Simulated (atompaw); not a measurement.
# Before and after: PAW (atompaw) potential for Pt

platinum, PAW, made with atompaw 4.2.0.5 (PBE, scalar-relativistic). Core [Kr] 4d10 4f14 5s2, reference 5p6 5d8.5 6s0 6p0 (charge +1.5). Waves: 6s (bound, empty): rc 2.40 bohr; 6s channel at 0.8 Ry: rc 2.40 bohr; 5p (bound): rc 1.35 bohr; 6p (bound, empty): rc 2.05 bohr; 5d (bound): rc 1.40 bohr; 5d channel at 1.25 Ry: rc 2.40 bohr. Local part: troulliermartins scheme with l = 3 at 1 Ry, radius 2.15 bohr. Core correction: smooth core density matched at 1.85 bohr. Augmentation charge: sinc compensation charge, radius 2.20 bohr; PAW radius 2.40 bohr; waves and projectors: custom rrkj gramschmidtortho.

Change: all radii scaled by about 1.08 (s 2.58, p 1.46, d 1.52 bohr); local potential troulliermartins scheme with l = 3 at 1 Ry, radius 2.32 bohr; augmentation sinc compensation charge, radius 2.38 bohr; PAW radius 2.58 bohr; waves and projectors: custom rrkj gramschmidtortho; core correction smooth core density matched at 2.00 bohr.

Cutoffs: the cutoffs (Ry, on a coarse ladder) from which the occupation-weighted sum of valence levels, in a spherical-Bessel basis at the reference potential, stays within 10 and 1 mRy of its value at 400 Ry; they do not see the model core or the augmentation charge, which bear on the density cutoff.

Problem. What does the change do?

Solution. The potential gets softer (55 Ry and 100 Ry → 50 Ry and 90 Ry); both files keep a bound ghost (s). A larger radius leaves more room for a smooth pseudo-wave, so fewer plane waves are needed.

| quantity | base | changed |
| --- | --- | --- |
| cutoff, loose | 55 Ry | 50 Ry |
| cutoff, tight | 100 Ry | 90 Ry |
| bound ghosts | s | s |
| lowest overlap eigenvalue by channel | s 0.39, p 0.49, d 0.52 | s 0.38, p 0.46, d 0.55 |

 A true bound ghost makes a file unfit for plane-wave use even where its test errors are small: the radial tests pick states by their node count and pass the ghost by. The cutoffs see the waves, projectors and local potential, not the compensation charge or the core.
